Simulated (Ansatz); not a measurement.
`[NH2][Ta](=[O])([Cl])[Cl]` at its PBE0-D4/def2-TZVP geometry, where that method's forces vanish. Charge 0, multiplicity 1. Ta: def2 effective core potential.

```tsv
atom	x (Å)	y (Å)	z (Å)
N1	-0.588	-0.938	-0.551
Ta2	0.355	0.573	0.243
O3	0.850	1.485	-1.112
Cl4	-1.081	1.811	1.558
Cl5	2.195	-0.164	1.425
H6	-1.017	-1.685	-0.021
H7	-0.715	-1.081	-1.542
```

For each bond, give half the difference of the two atoms' forces along it (eV/Å; positive pushes the atoms apart) under PBE-D4, r2SCAN-D4, B3LYP-D4, ωB97M-V in def2-TZVPP. (An estimate is asked.)

Computed: 
```
   bond  length (Å)  PBE-D4  r2SCAN-D4  B3LYP-D4  ωB97M-V
 N1–Ta2       1.950   -0.01       0.04      0.12     0.03
  N1–H6       1.011    0.19      -0.01     -0.08    -0.04
  N1–H7       1.009    0.17      -0.02     -0.07    -0.01
 Ta2–O3       1.706    0.93       0.45      0.37    -0.34
Ta2–Cl4       2.307   -0.08      -0.03      0.11     0.16
Ta2–Cl5       2.307   -0.08      -0.03      0.11     0.16
```

B3LYP here is the variant with VWN-RPA as its local correlation; programs differ in this.
